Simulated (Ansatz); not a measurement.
H6O7Si2, triplet, at the geometry of the source list (a higher spin typed on purpose: for a closed-shell molecule this is an excited state); MP2/STO-3G in Ansatz (a quantum-chemistry and plane-wave program).

Here is a job for Ansatz.
Ansatz 0.2 input:
```yaml
crystal:
  periodic: [false, false, false]
  atoms:
    - {symbol: O, position_ang: [2.80810000, 0.41600000, 0.64760000]}
    - {symbol: Si, position_ang: [1.46310000, -0.42440000, 0.32690000]}
    - {symbol: O, position_ang: [1.66050000, -1.34630000, -0.98680000]}
    - {symbol: O, position_ang: [1.13080000, -1.36690000, 1.59840000]}
    - {symbol: O, position_ang: [0.27490000, 0.66570000, 0.04810000]}
    - {symbol: Si, position_ang: [-1.29640000, 0.50770000, -0.28770000]}
    - {symbol: O, position_ang: [-1.74180000, 1.81820000, -1.14100000]}
    - {symbol: O, position_ang: [-1.48810000, -0.89340000, -1.09230000]}
    - {symbol: O, position_ang: [-2.24410000, 0.43120000, 1.02340000]}
    - {symbol: H, position_ang: [3.16180000, 0.98130000, -0.03060000]}
    - {symbol: H, position_ang: [0.87640000, -1.76070000, -1.34010000]}
    - {symbol: H, position_ang: [1.17170000, -0.99450000, 2.47420000]}
    - {symbol: H, position_ang: [-1.17380000, 2.11840000, -1.84410000]}
    - {symbol: H, position_ang: [-2.33050000, -1.33300000, -1.00620000]}
    - {symbol: H, position_ang: [-2.27280000, 1.18080000, 1.61010000]}
basis:
  gaussian:
    orbitals: STO-3G
magnetization: {spin_polarized: true, initial_magnetization: 2}
correlation: {method: mp2}
```

### Question
What does Ansatz print? Leave out banner, timings and long lists.

### Answer

```
Functional definition: HF
787 factors; integrals over basis functions are off by at most 4.0e-5 eV
mean field evaluation 1: about -29689.6372 eV, gradient 2.9e1 eV
mean field evaluation 2: about -29689.9236 eV, gradient 2.9e1 eV
mean field evaluation 4: about -29697.6181 eV, gradient 6.2e0 eV
mean field evaluation 8: about -29699.0645 eV, gradient 4.6e-1 eV
mean field evaluation 16: about -29699.0932 eV, gradient 3.8e-2 eV
mean field evaluation 32: about -29689.6306 eV, gradient 2.9e1 eV
mean field evaluation 64: about -29699.0932 eV, gradient 6.1e-6 eV
mean field -29699.09322962 eV, -1091.4215454203 hartree, gradient 2.1e-6 eV, S^2 2.007922; 3 other end points of the search recorded, 0 dependent functions left out
17 core orbitals not correlated
reference -29699.09322962 eV, -1091.4215454203 hartree; 29, 27 occupied and 13, 15 virtual orbitals, 787 factors
second order -7.35761218 eV of doubles, -0.00000000 eV of singles
Total energy: -29706.45084181 eV, -1091.6919326808 hartree
```
